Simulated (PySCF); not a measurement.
Ionisation energy of Ti by level of theory

Ti [Ar] 3d2 4s2 (3F) → Ti⁺ [Ar] 3d2 4s1 (4F), as a difference of total energies. Computed with PySCF 2.14 in aug-cc-pVTZ, with no relativity, point nucleus. Correlated levels: valence: [Ar] frozen. The calculations carry no spin-orbit coupling.

```csv
method,ionisation energy (eV)
UHF,5.525
MP2 (valence),6.338
SCS-MP2 (valence),6.512
CCSD (valence),6.580
CCSD(T) (valence),6.629
```

**Question.** How much does correlation contribute at CCSD(T) (valence)?

**Answer.** 6.629 − (5.525) = 1.104 eV, measured against UHF.

These non-relativistic numbers lack the scalar-relativistic shift.

Errors of the correlated levels include the incompleteness of this basis and the frozen core.

For comparison: 6.828 eV (measured; NIST levels, between the centres of gravity of the two terms).
